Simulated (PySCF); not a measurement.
**Calculated NMR data**

Calculated, not measured (PySCF 2.14.0 with density-fitted response routines): NMR shieldings at PBE0/pcSseg-1/GIAO, GFN2-xTB geometry. Rapidly exchanging positions averaged, a single conformation, no relativistic terms, no solvent model.

Chemical shifts δ = σref − σ; 1H (31.72 ppm), 13C (186.93 ppm) vs TMS, all at this level. Where no couplings were computed, multiplicities follow the n + 1 count of equivalent neighbours, and m marks all less simple cases (inequivalent or close neighbours, rings, F or P nearby). Shifts are as computed. Against solution values, carbons near 30 ppm lie about +3 ppm off and those near 130 ppm about +5 ppm. Of 1211 compounds with measured shifts, 218 miss one by over three times the rms of a fit or turn the order of signals round; such compounds aren't used in these exercises.

Compound 1 (C4H12OSi3). 1H NMR (400 MHz, computed): δ 9.69 (s, 1H), 6.48 (m, 1H), 6.41 (m, 1H), 6.24 (m, 1H), 4.73 (d, 2H), 4.10 (s, 6H). 13C{1H} NMR (computed): δ 208.1, 143.0, 142.4, 28.3. Structure: `[SiH2](C=C)C([SiH3])([SiH3])C=O`.

Compound 2 (C6H7N3). 1H NMR (400 MHz, computed): δ 7.58 (s, 1H), 5.19 (d, 2H), 2.66 (s, 3H), 1.86 (t, 1H). 13C{1H} NMR (computed): δ 139.1 (C), 138.0 (CH), 82.5 (C), 81.7 (CH), 39.2 (CH2), 11.1 (CH3). Structure: `C#CCN1N=NC=C1C`.
